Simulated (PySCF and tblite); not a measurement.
The numbers below are computed, except where a source is named.
C3H2F6, numbered as in [F:1][CH2:2][C:3]([F:4])([F:5])[C:6]([F:7])([F:8])[F:9].

Search: ETKDG and KDG, MMFF94s, GFN2-xTB, 60 starts; geometries at GFN2-xTB. Energies: PBE0-D3(BJ)/def2-SVP (IEF-PCM, benzene), with GFN2-xTB thermal terms (modes under about 100 cm⁻¹ blended into free rotors). Symmetry numbers and mirror images are counted. Conformers within 3 kcal/mol (GFN2-xTB free energy) were kept, 7 at most. Codes: tblite and PySCF.

Torsions listed: F1–C2–C3–F4. Of a mirror pair one member is shown.

```tsv
conformer	shape	symmetry	E(GFN2) kcal/mol
1	-60°	Cs	1.25
2	164°	C1 (pair)	0.00
```

Which of these conformers is the most populated at 298.15 K, and with what share?

Conformer 2, about 87 %.

Give the DFT energies and free energies relative to the lowest, and all weights.


| conformer | shape | E(DFT) kcal/mol | G(298.15 K) kcal/mol | weight % |
| --- | --- | --- | --- | --- |
| 1 | -60° | 0.81 | 1.12 | 13.1 |
| 2 | 164° | 0.00 | 0.00 | 86.9 |

How does its share change from 150 K to 400 K?

From 96 % to 82 %; the mixing entropy goes from 1.65 to 2.06 cal/(mol K).


Conformer gaps in def2-SVP on xTB geometries can be 2 kcal/mol too large for S=O, P=O and other polar bonds.